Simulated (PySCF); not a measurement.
C2H9FOSi2, SMILES [SiH2](CCO)[SiH2]F. Atoms are numbered in the order given.

```xyz
15

O     -1.3518    -1.3260     0.5559
C     -2.1218    -0.8295    -0.5339
C     -1.8128     0.6544    -0.6739
Si     0.0568     0.9791    -0.8619
Si     1.2174    -0.2696     0.7510
F      2.7507     0.3256     0.8150
H     -1.4156    -2.2889     0.5902
H     -3.2009    -0.9907    -0.3467
H     -1.8667    -1.3602    -1.4724
H     -2.1671     1.1869     0.2253
H     -2.3591     1.0753    -1.5339
H      0.3306     2.4395    -0.7146
H      0.4936     0.5600    -2.2308
H      1.3572    -1.7052     0.3798
H      0.6552    -0.1221     2.1201
```

Geometry: B3LYP-D3(BJ)/def2-SVP. The structure was generated by enumeration, and PubChem lists no compound with its InChIKey, so it may never have been made. The values are those of a single conformer.

Computed with B3LYP-D3(BJ)/def2-SVP in PySCF 2.14.0.

Frequencies are harmonic and unscaled.

Computed harmonic wavenumbers and intensities:
| mode | ν (cm⁻¹) | IR (km/mol) | moving atoms (share of kinetic energy) |
|---|---|---|---|
| 1 | 37 | 0.3 | H 29 %, C 23 %, O 20 %, Si 17 %, F 10 % |
| 2 | 115 | 2.8 | O 34 %, Si 27 %, F 19 %, H 12 % |
| 3 | 145 | 1.1 | Si 32 %, F 27 %, H 25 %, O 13 % |
| 4 | 167 | 13.1 | F 29 %, Si 29 %, O 18 %, H 16 %, C 8 % |
| 5 | 187 | 3.6 | C 27 %, F 27 %, H 24 %, Si 15 % |
| 6 | 238 | 0.6 | H 34 %, Si 25 %, C 20 %, O 18 % |
| 7 | 324 | 80.1 | H 87 % |
| 8 | 367 | 46.4 | H 84 %, Si 9 % |
| 9 | 444 | 0.9 | Si 41 %, H 33 %, C 14 %, O 12 % |
| 10 | 452 | 5.5 | Si 48 %, H 39 % |
| 11 | 566 | 15.6 | H 54 %, Si 28 %, C 15 % |
| 12 | 637 | 1.0 | H 45 %, C 33 %, Si 21 % |
| 13 | 689 | 56.6 | H 77 %, C 14 % |
| 14 | 725 | 73.2 | H 77 %, C 12 %, Si 10 % |
| 15 | 794 | 18.3 | H 93 % |
| 16 | 827 | 203.0 | H 56 %, C 20 %, Si 11 % |
| 17 | 842 | 40.2 | F 52 %, Si 27 %, H 19 % |
| 18 | 910 | 179.9 | H 79 %, Si 12 % |
| 19 | 934 | 36.0 | H 84 %, C 10 % |
| 20 | 948 | 68.6 | H 80 %, C 13 % |
| 21 | 957 | 83.6 | H 73 %, C 17 % |
| 22 | 1003 | 22.5 | H 74 %, C 20 % |
| 23 | 1089 | 108.1 | C 54 %, O 25 %, H 21 % |
| 24 | 1135 | 12.1 | H 83 %, C 13 % |
| 25 | 1210 | 4.5 | H 74 %, C 23 % |
| 26 | 1273 | 40.2 | H 73 %, C 21 % |
| 27 | 1299 | 0.9 | H 83 %, C 16 % |
| 28 | 1416 | 5.0 | H 88 %, C 11 % |
| 29 | 1436 | 14.6 | H 72 %, C 25 % |
| 30 | 1509 | 3.0 | H 92 % |
| 31 | 2190 | 96.0 | H 97 % |
| 32 | 2212 | 94.4 | H 97 % |
| 33 | 2222 | 121.3 | H 97 % |
| 34 | 2240 | 143.6 | H 96 % |
| 35 | 2980 | 67.5 | H 95 % |
| 36 | 3019 | 40.2 | H 90 %, C 10 % |
| 37 | 3046 | 16.8 | H 94 % |
| 38 | 3100 | 6.8 | H 91 %, C 9 % |
| 39 | 3832 | 55.8 | H 94 % |
